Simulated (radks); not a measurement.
Species: the calcium ion Ca5+. Configuration: [Ne] 3s2 3p3.

Method: scalar-relativistic Kohn-Sham, r2SCAN, spin-polarised, spherical densities, finite nucleus; open shells are filled with parallel spins first; meta-GGA in the generalised Kohn-Sham scheme; Fermi nuclear charge, rms radius 3.4776 fm; computed with a radial shooting solver on a logarithmic mesh with Libxc functionals.

Energy parts (eV):
total: -18297.668
kinetic: 18427.821
electron-nucleus: -42277.525
Hartree: 6478.189
exchange-correlation: -926.153

Orbitals (lengths in bohr, moments of r in powers of bohr; r(max) is where P^2 peaks):
orbital  occ.  eigenvalue (eV)      <r>   r(max)  <1/r>      <r^4>
1s up       1        -4052.864  0.07686  0.05029  19.74  0.0001631
1s down     1        -4051.292  0.07683  0.05029  19.74  0.0001629
2s up       1        -502.3971   0.3621   0.2988  4.078    0.04284
2s down     1        -501.6136   0.3619   0.2992  4.074    0.04230
2p up       3        -421.2366   0.3258   0.2459  3.968    0.03591
2p down     3        -419.5663   0.3259   0.2465  3.963    0.03547
3s up       1        -121.0053    1.068   0.9549  1.310      2.565
3s down     1        -113.0772    1.080   0.9573  1.294      2.726
3p up       3         -99.3289    1.115   0.9836  1.218      3.236
3p down     0         -91.7746    1.131   0.9865  1.203      3.483

The highest occupied level is 3p up at -99.329 eV. Spin moment in Bohr magnetons: 3. Summed over all electrons, <r^2> = 8.038 bohr^2, which gives a Langevin (diamagnetic) susceptibility term of -6.37 x 10^-6 cm^3/mol. The electron density at the nucleus is 6197 e/bohr^3 (large components only). The density falls to 0.001 e/bohr^3 at r = 2.49 bohr. The spin density at the nucleus is 0.421 e/bohr^3 (1s -1.430, 2s 0.940, 3s 0.911).
